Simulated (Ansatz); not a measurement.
Isolated molecules relaxed with PBE0-D4/def2-TZVP in Ansatz; ΔE leaves out vibrations. CCSD(T)/CBS adds triple-zeta CCSD(T) − MP2 to the extrapolated MP2 energy (def2 sets, frozen cores). Functionals use def2-TZVPP. For Se outer-core shells are correlated without core-valence functions, which leaves a few kJ/mol of doubt a bond. Scalar relativity is left out up to krypton. One conformer a species, not always the lowest.

`O=C([SeH])O[SiH3]` + `NB(N)O` → `NB(N)O[SiH3]` + `O=C(O)[SeH]`  (ligand exchange at the Si–O bond)

`O=C([SeH])O[SiH3]`:

Cartesian coordinates in Å:
```
O -1.658 0.125 -0.736
C -0.791 0.792 -0.250
Se -0.960 2.692 -0.064
O 0.361 0.309 0.207
Si 0.596 -1.372 0.082
H 0.357 2.869 0.558
H 1.942 -1.548 0.668
H -0.427 -2.086 0.874
H 0.578 -1.781 -1.339
```

`NB(N)O`:

Z-matrix (Å, degrees):
```
N
B 1 1.423
H 1 1.003 2 123.7
H 1 1.003 2 123.0 3 -179.9
N 2 1.415 1 121.8 3 179.9
O 2 1.383 1 121.9 3 -0.1
H 5 1.003 2 121.0 1 180.0
H 5 1.002 2 124.5 1 -0.1
H 6 0.957 2 113.8 1 -0.1
```

`NB(N)O[SiH3]`:

Z-matrix (Å, degrees):
```
Si
O 1 1.629
H 1 1.484 2 108.6
H 1 1.486 2 110.5 3 -119.9
H 1 1.492 2 111.4 3 119.7
B 2 1.386 1 136.2 3 -145.2
N 6 1.414 2 117.0 1 -169.4
N 6 1.418 2 120.7 1 10.4
H 7 1.003 6 121.1 2 1.0
H 7 1.002 6 124.4 2 -178.7
H 8 1.003 6 122.6 2 5.0
H 8 1.003 6 123.4 2 178.4
```

`O=C(O)[SeH]`:

Z-matrix (Å, degrees):
```
C
O 1 1.339
Se 1 1.921 2 108.4
O 1 1.192 2 125.1 3 180.0
H 2 0.969 1 106.8 3 -180.0
H 3 1.466 1 91.4 2 -180.0
```

| level | ΔE (kJ/mol) |
| --- | --- |
| PBE0-D4 | -17.2 |
| r2SCAN | -18.0 |
| HF/def2-TZVPP | -19.6 |
| SCS-MP2/def2-TZVPP | -14.9 |
| CCSD/def2-TZVPP | -15.4 |
| CCSD(T)/def2-TZVPP | -14.5 |
| MP2/def2-QZVPP | -14.1 |
| SCS-MP2/def2-QZVPP | -15.0 |

Question: What does CCSD(T)/CBS give? (Best estimate.)

Answer: Ansatz gave: -14.4 kJ/mol. The listed levels differ from it by -2.8, -3.6, -5.2, -0.5, -1.0, -0.1, 0.3, -0.6 kJ/mol.

Largest T1 diagnostic among the species: 0.014.

In def2-TZVPP, CCSD(T) changes the Hartree–Fock value by +5.1 kJ/mol (the triples alone add +0.9 kJ/mol) and MP2 by +5.4 kJ/mol.
